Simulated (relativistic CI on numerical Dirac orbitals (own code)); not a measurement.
Hyperfine structure of Pb26+, mass number 207

Calculated at this level of theory: Dirac-Coulomb-Breit CI, orbitals from a KLI potential per configuration, model QED (radiative potential, 1s self-energy scaled to tabulated hydrogen-like ionisation energies), unscaled Slater integrals (own radial code, finite nucleus).

Configuration list (outside the closed core [Ar] 3d10): 4s²4p⁶4d¹⁰4f¹⁰, 4s²4p⁶4d¹⁰4f⁹5s, 4s²4p⁶4d¹⁰4f⁸5s², 4s²4p⁶4d⁹4f¹¹, 4s²4p⁶4d⁸4f¹², 4s²4p⁵4d¹⁰4f¹¹, 4s²4p⁶4d¹⁰4f⁹6s, 4s4p⁶4d¹⁰4f¹¹, 4s²4p⁴4d¹⁰4f¹², 4p⁶4d¹⁰4f¹², 4s4p⁶4d⁹4f¹², 4s4p⁵4d¹⁰4f¹². Levels of other configurations are missing.

Nuclear spin I = 1/2, μ = 0.5906 μN (tables of Stone and Pyykkö). The electronic factors are computed for point nuclear moments, without core polarisation or the Bohr-Weisskopf and QED corrections.

```csv
Level,E (eV),A (MHz)
4s²4p⁶4d¹⁰4f¹⁰ ⁵I8,0.0000,3601
4s²4p⁶4d¹⁰4f¹⁰ ⁵I7,4.5003,3963
4s²4p⁶4d¹⁰4f¹⁰ ⁵G6,9.0883,3536
4s²4p⁶4d¹⁰4f¹⁰ ⁵F3,9.7030,3141
```

Levels with J = 0, under 50 % of one LS term, or S terms without an open s electron are left out. Small factors come from cancelling terms and can be off by tens of per cent or more.

At this charge energies of transitions that change n are usually good to better than 1 %, and those within a shell (Δn = 0) to a few per cent. Terms inside the open d or f shell come out 10 to 20 % too wide with unscaled integrals.

Q: Give the hyperfine levels of 4s²4p⁶4d¹⁰4f¹⁰ ⁵I8 relative to its centre of gravity.

A: With K = F(F + 1) − I(I + 1) − J(J + 1), E = AK/2: F = 15/2: -16210, F = 17/2: 14400 MHz.

LS names give the leading component of a level, which can be under half, so a name can repeat, a term be missing and a line seem to break the LS rules.
